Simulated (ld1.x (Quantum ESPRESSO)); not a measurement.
Fe: one change to a TM semilocal potential, before and after

| Property | Result |
| --- | --- |
| Element | iron (Fe) |
| Generator | ld1.x (Quantum ESPRESSO) 7.5 |
| Type | norm-conserving Troullier–Martins (semilocal form) |
| Functional | PBE |
| Relativity | scalar-relativistic |
| Frozen core | [Ar] |
| Valence charge | 8 |
| Reference configuration | 3d6 4s2 4p0 |
| Partial waves | 4p (bound, empty): rc 3.45 bohr; 3d (bound): rc 1.30 bohr; 4s (bound): rc 2.00 bohr |
| Local potential | the s channel |
| Core correction | none |

All-electron outer shells of the reference configuration (PBE, scalar-relativistic, ld1.x):

| shell | level (eV) | outermost node (bohr) | outermost maximum (bohr) |
| --- | --- | --- | --- |
| 3s | -94.02 | 0.33 | 0.70 |
| 3p | -60.04 | 0.30 | 0.72 |
| 3d | -7.50 | – | 0.71 |
| 4s | -5.29 | 1.00 | 2.41 |
| 4p | -1.33 | 1.10 | 3.33 |

Change: wave 3d (bound): rc 1.30 bohr becomes 3d (bound): rc 1.86 bohr.

Cutoffs: the cutoffs (Ry, on a coarse ladder) from which the occupation-weighted sum of valence levels, in a spherical-Bessel basis at the reference potential, stays within 10 and 1 mRy of its value at 400 Ry; they do not see the model core or the augmentation charge, which bear on the density cutoff. Errors are all-electron minus pseudo energies relative to the spin-unpolarised reference configuration.

Problem. Predict the effect on cutoff, ghosts and configuration errors.

Solution. The potential gets softer (140 Ry and 200 Ry → 80 Ry and 140 Ry); of the 7 tests that both files solve, the error grows in 1 and shrinks in 2 by more than 15 % and 0.3 meV (median size 82.0 → 62.9 meV); the range in which the d phases agree narrows (upper end 2.9 → 0.4); neither file shows a bound ghost. A larger radius leaves more room for a smooth pseudo-wave, so fewer plane waves are needed. A semilocal file is local in each channel, so a ghost entry of none says nothing of the separable form that plane-wave codes build from it.

| quantity | base | changed |
| --- | --- | --- |
| cutoff, loose | 140 Ry | 80 Ry |
| cutoff, tight | 200 Ry | 140 Ry |
| loose cutoff by channel (10 mRy a level) | d 110 Ry, s 8 Ry | d 70 Ry, s 8 Ry |
| bound ghosts | none | none |
| error for 3d6 4s1 4p0, meV [ΔE 8.73 eV] | +5.7 | +8.4 |
| error for 3d6 4s0 4p0, meV [ΔE 24.93 eV] | +82 | +94 |
| error for 3d5 4s0 4p0, meV [ΔE 59.16 eV] | +176 | +63 |
| error for 3d7 4s1 4p0, meV [ΔE -0.79 eV] | -99 | -105 |
| error for 3d6 4s0 4p2, meV [ΔE 8.46 eV] | +27 | +29 |
| error for 3d6 4s1 4p1, meV [ΔE 4.10 eV] | +5.1 | +5.7 |
| error for 3d5 4s2 4p1, meV [ΔE 8.75 eV] | -176 | -131 |
| s: phases at 3.75 bohr within 0.05 rad from the reference energy up to (Ry; the scan ends near 5) | 1.1 | 1.1 |
| p: phases at 3.75 bohr within 0.05 rad from the reference energy up to (Ry; the scan ends near 5) | 1.4 | 1.4 |
| d: phases at 3.75 bohr within 0.05 rad from the reference energy up to (Ry; the scan ends near 5) | 2.9 | 0.4 |
